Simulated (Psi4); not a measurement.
Psi4 input (wB97X-D/6-31G*):

```
memory 1500 MB

molecule {
0 2
C     1.76130200    0.32698000    0.19129600
Si   -0.05238600   -0.03123000   -0.00133700
O    -0.04888800   -1.45611900   -0.86244400
O    -0.94053500    1.07772200   -0.83262700
O    -0.71583400   -0.10535100    1.48998000
H     1.85618800    1.29032500    0.69954800
H     2.26851200    0.38428600   -0.77117200
H     2.24880600   -0.43329600    0.80150300
H    -0.90816100    1.04010400   -1.79223400
H    -1.65770700    0.06390800    1.57402700
symmetry c1
no_reorient
no_com
}

set {
  basis 6-31G*
  reference uks
  scf_type pk
  dft_radial_points 99
  dft_spherical_points 590
  e_convergence 1e-8
  d_convergence 1e-7
  maxiter 150
}

e = energy('wb97x-d')
print_out(f'\nFINAL {e:.10f} DIPOLE {variable("CURRENT DIPOLE")[0]:.6f} {variable("CURRENT DIPOLE")[1]:.6f} {variable("CURRENT DIPOLE")[2]:.6f}\n')
```

Output:

```
   => Loading Basis Set <=

    Name: 6-31G*
    Role: ORBITAL
    Keyword: BASIS
    atoms 1    entry C          line   111 file 6-31gs.gbs
    atoms 2    entry SI         line   268 file 6-31gs.gbs
    atoms 3-5  entry O          line   145 file 6-31gs.gbs
    atoms 6-10 entry H          line    44 file 6-31gs.gbs

   => WB97X-D: Empirical Dispersion <=

    Chai and Head-Gordon Dispersion Correction
    Chai, J.-D.; Head-Gordon, M. (2010), J. Chem. Phys., 132: 6615-6620

        s6 =       1.000000

         ---------------------------------------------------------
                                   SCF
               by Justin Turney, Rob Parrish, Andy Simmonett
                          and Daniel G. A. Smith
                              UKS Reference
         ---------------------------------------------------------

  ==> Geometry <==

    Molecular point group: c1
    Full point group: C1

    Geometry (in Angstrom), charge = 0, multiplicity = 2:

       Center              X                  Y                   Z               Mass
    ------------   -----------------  -----------------  -----------------  -----------------
         C            1.761302000000     0.326980000000     0.191296000000    12.000000000000
         SI          -0.052386000000    -0.031230000000    -0.001337000000    27.976926534650
         O           -0.048888000000    -1.456119000000    -0.862444000000    15.994914619570
         O           -0.940535000000     1.077722000000    -0.832627000000    15.994914619570
         O           -0.715834000000    -0.105351000000     1.489980000000    15.994914619570
         H            1.856188000000     1.290325000000     0.699548000000     1.007825032230
         H            2.268512000000     0.384286000000    -0.771172000000     1.007825032230
         H            2.248806000000    -0.433296000000     0.801503000000     1.007825032230
         H           -0.908161000000     1.040104000000    -1.792234000000     1.007825032230
         H           -1.657707000000     0.063908000000     1.574027000000     1.007825032230

  Running in c1 symmetry.

  Rotational constants: A =      0.13817  B =      0.12620  C =      0.11586 [cm^-1]
  Rotational constants: A =   4142.30978  B =   3783.49033  C =   3473.31491 [MHz]
  Nuclear repulsion =  250.148904580116010

  Charge       = 0
  Multiplicity = 2
  Electrons    = 49
  Nalpha       = 25
  Nbeta        = 24

  ==> Algorithm <==

  SCF Algorithm Type is PK.
  DIIS enabled.
[...]
      56A      1.153403    57A      1.196219    58A      1.205925
      59A      1.251202    60A      1.307325    61A      1.329796
      62A      1.377351    63A      1.400373    64A      1.525198
      65A      1.757869    66A      1.768504    67A      1.810137
      68A      1.824069    69A      1.842095    70A      1.845183
      71A      1.857071    72A      1.967743    73A      2.009775
      74A      2.082698    75A      2.112248    76A      2.192882
      77A      2.268430    78A      2.357867    79A      2.367527
      80A      2.497912    81A      2.549577    82A      2.629074
      83A      2.764647    84A      2.788375    85A      3.080766
      86A      3.748368    87A      3.772336    88A      3.846478
      89A      4.278066

    Beta Occupied:

       1A    -66.334558     2A    -19.300105     3A    -19.282831
       4A    -19.276474     5A    -10.287745     6A     -5.439674
       7A     -3.785905     8A     -3.785372     9A     -3.783329
      10A     -1.123717    11A     -1.098283    12A     -1.011380
      13A     -0.802506    14A     -0.656978    15A     -0.613307
      16A     -0.521695    17A     -0.502016    18A     -0.490540
      19A     -0.473159    20A     -0.450796    21A     -0.440658
      22A     -0.424493    23A     -0.392805    24A     -0.387071

    Beta Virtual:

      25A     -0.091877    26A      0.127773    27A      0.157043
      28A      0.195555    29A      0.200615    30A      0.224828
      31A      0.237988    32A      0.254371    33A      0.272391
      34A      0.310179    35A      0.384159    36A      0.400644
      37A      0.436827    38A      0.452968    39A      0.597611
      40A      0.638213    41A      0.648698    42A      0.786653
      43A      0.827150    44A      0.900858    45A      0.908688
      46A      0.931696    47A      0.968689    48A      0.975778
      49A      1.007650    50A      1.033016    51A      1.040768
      52A      1.061198    53A      1.076091    54A      1.092867
      55A      1.094996    56A      1.160008    57A      1.204096
      58A      1.229560    59A      1.258712    60A      1.309349
      61A      1.331894    62A      1.385207    63A      1.402965
      64A      1.532070    65A      1.767088    66A      1.772607
      67A      1.812594    68A      1.830589    69A      1.850309
      70A      1.892308    71A      1.908183    72A      1.978853
      73A      2.021281    74A      2.092213    75A      2.134707
      76A      2.198790    77A      2.272306    78A      2.361420
      79A      2.369250    80A      2.499295    81A      2.552744
      82A      2.636546    83A      2.780265    84A      2.789873
      85A      3.080556    86A      3.769938    87A      3.782226
      88A      3.852628    89A      4.280813

    Final Occupation by Irrep:
              A
    DOCC [    24 ]
    SOCC [     1 ]
    NA   [    25 ]
    NB   [    24 ]

  @UKS Final Energy:  -556.22998660508199

   => Energetics <=

    Nuclear Repulsion Energy =            250.1489045801160103
    One-Electron Energy =               -1264.6374287043227014
    Two-Electron Energy =                 496.5207341354279151
    DFT Exchange-Correlation Energy =     -38.2593172491319820
    Empirical Dispersion Energy =          -0.0028793671712430
    VV10 Nonlocal Energy =                  0.0000000000000000
    Total Energy =                       -556.2299866050819901

  UHF NO Occupations:
  HONO-2 :   23  A 1.9995429
  HONO-1 :   24  A 1.9994642
  HONO-0 :   25  A 1.0000000
  LUNO+0 :   26  A 0.0005358
  LUNO+1 :   27  A 0.0004571
  LUNO+2 :   28  A 0.0003507
  LUNO+3 :   29  A 0.0002096

Computation Completed

Properties will be evaluated at   0.000000,   0.000000,   0.000000 [a0]

Properties computed using the SCF density matrix

 Multipole Moments:

 ------------------------------------------------------------------------------------
     Multipole            Electronic (a.u.)      Nuclear  (a.u.)        Total (a.u.)
 ------------------------------------------------------------------------------------

 L = 1.  Multiply by 2.5417464519 to convert [e a0] to [Debye]
 Dipole X            :         -0.0837238           -0.0000189           -0.0837427
 Dipole Y            :          0.5324300            0.0000057            0.5324357
 Dipole Z            :         -0.3437289            0.0000038           -0.3437251
 Magnitude           :                                                    0.6392554

 ------------------------------------------------------------------------------------

FINAL -556.2299866051 DIPOLE -0.083743 0.532436 -0.343725

*** Psi4 exiting successfully. Buy a developer a beer!
```

The geometry given is a B3LYP-D3(BJ)/def2-TZVP minimum.
